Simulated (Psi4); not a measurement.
BiF3 (SMILES [F][Bi]([F])[F]), singlet, at a GFN2-xTB geometry (such geometries of metal compounds can be far from the true shape) (core potentials on Bi).

The Psi4 input:
```
memory 2 GB

molecule {
0 1
Bi    0.00283361   -0.00403046    0.27310711
F    -1.35263607   -1.00980650   -0.84069305
F    -0.22186672    1.68716206   -0.81262393
F     1.54837061   -0.64018572   -0.86533751
}

set {
  basis def2-sv(p)
}

energy('bhhlyp')
print_variables()
```

### Question
Estimate the nuclear repulsion energy that BHHLYP/def2-SV(P) in Psi4 1.11 returns for this input.

### Answer
206.4719 Eh

### Question
What is the computed number of basis functions (BHHLYP/def2-SV(P))?

### Answer
68

### Question
What is the computed dipole moment (BHHLYP/def2-SV(P))?

### Answer
6.04 D
